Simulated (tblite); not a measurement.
Start geometry of `O=C([SiH2]C)[C@H](C[SiH3])[SiH3]` from a force field or distance geometry (Å):
```
atom  x, y, z in Å
C1     3.348    0.901    0.322
Si2    2.023   -0.414    0.439
C3     0.470    0.236   -0.289
O4     0.325    1.454   -0.544
C5    -0.625   -0.747   -0.573
Si6   -1.039   -1.589    1.021
C7    -1.785    0.005   -1.174
Si8   -2.405    1.286    0.009
H9     3.221    1.376   -0.651
H10    3.145    1.627    1.153
H11    4.346    0.474    0.480
H12    1.863   -0.715    1.878
H13    2.497   -1.612   -0.281
H14   -0.233   -1.515   -1.292
H15   -1.143   -0.550    2.064
H16   -2.269   -2.360    0.933
H17    0.027   -2.529    1.422
H18   -1.430    0.448   -2.135
H19   -2.604   -0.718   -1.385
H20   -3.673    0.885    0.637
H21   -2.641    2.527   -0.754
H22   -1.431    1.549    1.044
```

**Question.** What comes out of this run: tblite 0.8.0, GFN2-xTB geometry optimisation, gas phase?

**Answer.** 
```
atom  x, y, z in Å
C1     3.2880    1.0926    0.0345
Si2    2.2294   -0.4361    0.3842
C3     0.3966    0.0931    0.1524
O4     0.0922    1.2292    0.4915
C5    -0.6264   -0.8257   -0.3738
Si6   -1.1786   -1.9172    1.1130
C7    -1.8027   -0.0622   -0.9671
Si8   -2.1663    1.6056   -0.1006
H9     3.2406    1.3804   -1.0132
H10    2.9378    1.9379    0.6215
H11    4.3312    0.9208    0.2838
H12    2.3832   -0.8961    1.7681
H13    2.5176   -1.5401   -0.5403
H14   -0.1668   -1.5102   -1.0954
H15   -1.7911   -1.1001    2.1536
H16   -2.1366   -2.8866    0.5795
H17    0.0005   -2.6140    1.6354
H18   -1.5925    0.1414   -2.0201
H19   -2.7020   -0.6779   -0.9506
H20   -3.5717    1.8443   -0.5253
H21   -1.4408    2.7396   -0.6634
H22   -2.2520    1.5007    1.3540
```

The energy falls by 73.9 kJ/mol over 161 L-BFGS steps, the largest force on an atom goes from 2.84 to 0.010 eV/Å, and the atoms move by 0.649 Å rms after alignment. The bond that changes most is Si2–C3 (SiH2 silicon to carbonyl carbon), which lengthens by 0.087 Å. Bonds longer at the end by more than 0.005 Å: 8 of 21; shorter: 12. Among the angles that change most is C7–Si8–H20, from 111.9° to 101.0°. Among the dihedrals that turn most is H18–C7–Si8–H22, from -103° to -171°. Rotational constants go from 1774, 796.4, 627.1 to 1495, 809.7, 587.8 MHz. The orientation of the end geometry is arbitrary; only internal coordinates are fixed.

Time: 2.7 s of wall time. Hardware: an Arm Neoverse N1 with one thread, no GPU, shared host with 64 logical CPUs at a one-minute load of 44.

Its lowest GFN2-xTB frequency is 14 cm⁻¹, too small to tell a flat minimum from a shallow saddle. One conformer, not necessarily the lowest.

The numbers are calculated, not measured.
